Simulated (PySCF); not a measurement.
## Atomic charges against the basis set

Species: C₃H₇NSi.
Cartesian coordinates in Å at the PBE0-D3(BJ)/def2-SVP level; atoms count from 1:
```xyz
12
C3H7NSi angstrom
C      2.4559   -0.8512    0.1322
N      1.2279   -0.7266    0.4006
Si     0.0873    0.3206   -0.3906
C     -1.6779   -0.2393   -0.3600
C     -1.3427    0.8842    0.6423
H      2.9889   -0.2945   -0.6688
H      3.0838   -1.5560    0.7084
H      0.5982    1.1633   -1.5079
H     -1.8949   -1.2239    0.0678
H     -2.3431    0.0212   -1.1907
H     -1.3508    0.6083    1.7022
H     -1.7929    1.8650    0.4530
```

PBE0 throughout (PySCF), one geometry, spherical d and f functions. Isolated species at its PBE0-D3(BJ)/def2-SVP geometry (one conformer only). Atoms taken as equivalent share a column and are averaged. The first 7 of 9 kinds of atom are listed.

Mulliken charges (e):

```tsv
basis	functions	C1	N2	Si3	C4/C5	H6	H7	H8
STO-3G	36	-0.056	-0.388	+0.711	-0.310	+0.058	+0.080	-0.103
6-31G	63	-0.129	-0.523	+0.836	-0.600	+0.137	+0.169	-0.118
pcSseg-0	63	-0.107	-0.782	+1.256	-0.913	+0.196	+0.228	-0.080
6-31G*	88	-0.155	-0.388	+0.538	-0.528	+0.150	+0.171	-0.072
cc-pVDZ	109	+0.058	-0.281	+0.333	-0.192	+0.032	+0.052	-0.066
def2-SVP	109	+0.037	-0.324	+0.437	-0.261	+0.042	+0.062	-0.081
pcSseg-1	127	+0.022	-0.528	+0.700	-0.474	+0.099	+0.128	-0.094
aug-cc-pVDZ	182	+0.571	-0.414	+0.266	+0.810	-0.216	-0.288	+0.210
6-311+G(2d,p)	185	-0.165	-0.453	+0.851	-0.454	+0.110	+0.126	-0.057
def2-TZVP	203	-0.118	-0.278	+0.344	-0.337	+0.100	+0.128	-0.029
cc-pVTZ	252	-0.071	-0.229	+0.293	-0.284	+0.067	+0.108	-0.047
IGLO-III	254	-0.029	-0.565	+0.975	-0.461	+0.072	+0.121	-0.175
```

IAO charges (e):

```
        basis  functions      C1      N2     Si3   C4/C5      H6      H7      H8
       STO-3G         36  -0.148  -0.405  +0.891  -0.497  +0.093  +0.126  -0.098
        6-31G         63  -0.118  -0.463  +0.781  -0.516  +0.109  +0.151  -0.094
     pcSseg-0         63  -0.099  -0.468  +0.819  -0.533  +0.103  +0.142  -0.096
       6-31G*         88  -0.081  -0.501  +0.890  -0.527  +0.103  +0.139  -0.127
      cc-pVDZ        109  -0.086  -0.489  +0.885  -0.528  +0.102  +0.138  -0.125
     def2-SVP        109  -0.078  -0.492  +0.899  -0.524  +0.099  +0.134  -0.130
     pcSseg-1        127  -0.082  -0.503  +0.911  -0.534  +0.102  +0.141  -0.129
  aug-cc-pVDZ        182  -0.090  -0.500  +0.893  -0.539  +0.105  +0.143  -0.123
6-311+G(2d,p)        185  -0.087  -0.511  +0.927  -0.549  +0.106  +0.144  -0.131
    def2-TZVP        203  -0.086  -0.512  +0.936  -0.552  +0.106  +0.142  -0.133
      cc-pVTZ        252  -0.087  -0.507  +0.922  -0.549  +0.106  +0.142  -0.130
     IGLO-III        254  -0.088  -0.512  +0.937  -0.553  +0.107  +0.144  -0.132
```

Hirshfeld charges (e):

```csv
basis,functions,C1,N2,Si3,C4/C5,H6,H7,H8
STO-3G,36,+0.021,-0.242,+0.402,-0.111,+0.008,+0.023,-0.065
6-31G,63,+0.024,-0.249,+0.307,-0.151,+0.040,+0.051,-0.066
pcSseg-0,63,+0.020,-0.226,+0.340,-0.153,+0.035,+0.047,-0.070
6-31G*,88,+0.031,-0.237,+0.296,-0.155,+0.042,+0.050,-0.068
cc-pVDZ,109,+0.022,-0.217,+0.325,-0.162,+0.037,+0.047,-0.073
def2-SVP,109,+0.024,-0.220,+0.333,-0.163,+0.039,+0.047,-0.073
pcSseg-1,127,+0.024,-0.232,+0.344,-0.168,+0.041,+0.051,-0.071
aug-cc-pVDZ,182,+0.016,-0.237,+0.350,-0.176,+0.044,+0.053,-0.069
"6-311+G(2d,p)",185,+0.021,-0.241,+0.348,-0.172,+0.044,+0.052,-0.068
def2-TZVP,203,+0.021,-0.234,+0.343,-0.172,+0.044,+0.052,-0.069
cc-pVTZ,252,+0.020,-0.230,+0.341,-0.171,+0.043,+0.051,-0.070
IGLO-III,254,+0.016,-0.233,+0.347,-0.173,+0.043,+0.052,-0.066
```

ESP-fitted charges (e):

```tsv
basis	functions	C1	N2	Si3	C4/C5	H6	H7	H8
STO-3G	36	+0.135	-0.450	+0.589	-0.326	+0.023	+0.017	-0.081
6-31G	63	+0.250	-0.560	+0.428	-0.394	+0.037	+0.033	-0.050
pcSseg-0	63	+0.195	-0.534	+0.509	-0.450	+0.059	+0.053	-0.073
6-31G*	88	+0.139	-0.410	+0.306	-0.379	+0.058	+0.056	-0.029
cc-pVDZ	109	+0.120	-0.365	+0.272	-0.336	+0.053	+0.058	-0.026
def2-SVP	109	+0.166	-0.409	+0.322	-0.348	+0.047	+0.044	-0.039
pcSseg-1	127	+0.173	-0.462	+0.391	-0.383	+0.052	+0.056	-0.051
aug-cc-pVDZ	182	+0.120	-0.400	+0.323	-0.365	+0.061	+0.065	-0.038
6-311+G(2d,p)	185	+0.111	-0.400	+0.317	-0.372	+0.069	+0.069	-0.032
def2-TZVP	203	+0.111	-0.386	+0.319	-0.373	+0.064	+0.067	-0.035
cc-pVTZ	252	+0.114	-0.387	+0.322	-0.365	+0.061	+0.066	-0.038
IGLO-III	254	+0.118	-0.395	+0.325	-0.367	+0.062	+0.066	-0.037
```

**Question.** Which scheme is steadiest as the basis changes?

**Answer.** Largest range over the bases for any column: Hirshfeld 0.11 e, IAO 0.16 e, ESP-fitted 0.32 e, Mulliken 1.72 e. Hirshfeld charges move least and Mulliken charges most, counted in e. Without the minimal STO-3G basis the ranges are Hirshfeld 0.05, IAO 0.16, ESP-fitted 0.24, Mulliken 1.72 e.

**Question.** How much do the charges still move between the two largest bases, cc-pVTZ and IGLO-III?

**Answer.** At most, over all atoms: Mulliken 0.681 e, IAO 0.014 e, Hirshfeld 0.006 e, ESP-fitted 0.008 e.

**Question.** What do the same runs give for the total energy, the frontier levels and the dipole moment?

**Answer.** 
| basis | energy (Eh) | HOMO (eV) | LUMO (eV) | μ (D) |
| --- | --- | --- | --- | --- |
| STO-3G | -456.9112 | -4.14 | 2.67 | 1.54 |
| 6-31G | -462.2804 | -6.74 | -0.62 | 1.36 |
| pcSseg-0 | -461.6480 | -7.00 | -0.87 | 1.67 |
| 6-31G* | -462.3698 | -6.49 | -0.64 | 1.15 |
| cc-pVDZ | -462.3954 | -6.58 | -0.75 | 1.10 |
| def2-SVP | -462.1756 | -6.66 | -0.86 | 1.26 |
| pcSseg-1 | -462.3613 | -6.72 | -0.98 | 1.44 |
| aug-cc-pVDZ | -462.4089 | -6.67 | -1.05 | 1.21 |
| 6-311+G(2d,p) | -462.4532 | -6.68 | -1.10 | 1.32 |
| def2-TZVP | -462.4698 | -6.65 | -1.04 | 1.29 |
| cc-pVTZ | -462.4667 | -6.64 | -0.97 | 1.24 |
| IGLO-III | -462.4745 | -6.67 | -1.08 | 1.30 |

The dipole is fixed by the density alone, so its range of 0.57 D shows that the density itself changes with the basis, not only its division among atoms.
